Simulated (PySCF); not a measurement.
F2OS, charge +1, multiplicity 2. Atoms are numbered in the order given.

```xyz
4

O      1.4302     0.2325     0.0000
S      0.1168    -0.2946     0.0000
F     -0.7395     0.1585    -1.1528
F     -0.7395     0.1585     1.1528
```
Charge +1, spin multiplicity 2.

Coordinates come from a PBE0-D3(BJ)/def2-TZVP optimisation. The spin state was assumed, not searched.

Level of theory: PySCF with PBE/def2-TZVPD.

Mulliken values depend strongly on the basis, most of all with diffuse functions as here. ESP charges are fitted to the potential on shells at 1.4 to 2.0 van der Waals radii. Atomic charges (e):

| atom | Mulliken | ESP fit | Mulliken spin |
|---|---|---|---|
| O1 | -0.06 | -0.03 | 0.39 |
| S2 | 0.98 | 0.85 | 0.41 |
| F3 | 0.04 | 0.09 | 0.10 |
| F4 | 0.04 | 0.09 | 0.10 |
